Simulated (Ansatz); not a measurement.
## A barrier at the coupled-cluster level

Start structure (AlH2Cl3, closed shell), relaxed at PBE0-D4/def2-TZVP:

```csv
atom,x (Å),y (Å),z (Å)
Al1,0.5486,-0.2772,-0.2720
Cl2,1.1630,1.5426,-1.0669
Cl3,-0.5076,-1.6141,-1.4592
Cl4,1.3287,-0.9238,1.5407
H5,-1.1619,0.9714,0.4877
H6,-1.3708,0.3010,0.7699
```

The step: AlCl₃ ([Cl][Al]([Cl])[Cl]) + H₂ → AlHCl₂ ([Cl][AlH][Cl]) + HCl (still joined by a long Al–Cl bond); bonds formed: Al1–H6, Cl2–H5; bonds broken: H5–H6; bonds weakened to dative contacts: Al1–Cl2. Ansatz 0.2.0; basis: def2-TZVPP and def2-QZVPP; cores frozen in the correlated methods. Extrapolation: Hartree–Fock as exp(−7.88 √X), correlation as X^−2.97. Energies below are by CCSD(T) at an estimated basis limit (MP2 extrapolated from triple and quadruple zeta, plus CCSD(T) − MP2 in triple zeta).

Problem. What are the electronic barrier and the energy of the step, from the start structure to the end structure? (An estimate is asked for; the value comes from the calculation.)

Solution. The calculation gives: Barrier 1.556 eV; step energy 1.199 eV (uphill); reverse barrier, their difference, 0.357 eV. Barrier and step energy count from the start structure, the reverse barrier from the end structure.

The saddle point: One imaginary mode of 585i cm⁻¹.
```csv
pair,start (Å),saddle (Å),end (Å)
Al1–H6,2.26,1.64,1.57
Cl2–H5,2.85,1.41,1.28
Al1–Cl2,2.08,2.41,2.61
H5–H6,0.76,1.33,2.75
```

Zero-point energy (harmonic, PBE0-D4): ZPE is 0.495 eV at the start and 0.483 eV at the saddle, so the barrier goes from 1.556 to 1.544 eV.

T1 diagnostic: at most 0.009. The end structure is not quite a true minimum (one mode of 84i cm⁻¹).

Labels in which every atom is bracketed show which atoms are joined, not bond orders.

For scale, one of the runs: CCSD(T)/def2-TZVPP, 196 basis functions (an equivalent command: `ansatz run in.yaml --threads 4`). Hardware: 4 CPU threads, shared host. Wall time 31 s; peak host memory 2 GiB.
